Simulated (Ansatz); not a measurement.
Species, as SMILES: [Cl][GeH][Cl], doublet.
Atoms: Ge1, Cl2, Cl3, H4. Bonds: Ge1-Cl2, Ge1-Cl3, Ge1-H4.

How fast the optimised Ge1-H4 bond length converges with the basis for several methods (Ansatz, a quantum-chemistry and plane-wave program): deviation from each method's own reference, in Å. References: HF 1.5347 Å, the value in pcseg-3; PBE 1.5723 Å, the value in pcseg-3; PBE0 1.5527 Å, the value in pcseg-3. Cartesian d functions, on some or all atoms, in 6-31G, 6-31G*, 6-31G**, 6-311G**; all else is spherical. Open shells are unrestricted. No added dispersion term, no relativity. 

```
basis            functions       HF      PBE        PBE0
---------------  ---------  -------  -------  ----------
STO-3G                  37  -0.0932  -0.1750  (withheld)
6-31G                   57   0.0053   0.0160  (withheld)
6-31G*                  75   0.0055   0.0106  (withheld)
cc-pV(D+d)Z             78   0.0021   0.0102  (withheld)
6-31G**                 78  -0.0005   0.0027  (withheld)
6-311G**               104  -0.0029   0.0003  (withheld)
aug-cc-pV(D+d)Z        109   0.0027   0.0078  (withheld)
pcseg-2                125   0.0006   0.0003  (withheld)
def2-TZVPP             146   0.0026   0.0021  (withheld)
def2-TZVPD             155   0.0023   0.0022  (withheld)
def2-TZVPPD            173   0.0022   0.0016  (withheld)
aug-pcseg-2            182   0.0015   0.0007  (withheld)
```

Q: Complete the blanks.

A: 
- STO-3G, PBE0: -0.1437
- 6-31G, PBE0: 0.0114
- 6-31G*, PBE0: 0.0081
- cc-pV(D+d)Z, PBE0: 0.0071
- 6-31G**, PBE0: 0.0010
- 6-311G**, PBE0: -0.0006
- aug-cc-pV(D+d)Z, PBE0: 0.0059
- pcseg-2, PBE0: 0.0003
- def2-TZVPP, PBE0: 0.0023
- def2-TZVPD, PBE0: 0.0021
- def2-TZVPPD, PBE0: 0.0018
- aug-pcseg-2, PBE0: 0.0008

Mean absolute deviation over 6-311G**, pcseg-2, def2-TZVPP, def2-TZVPD, def2-TZVPPD, aug-pcseg-2: PBE 0.0012, PBE0 0.0013, HF 0.0020 Å.
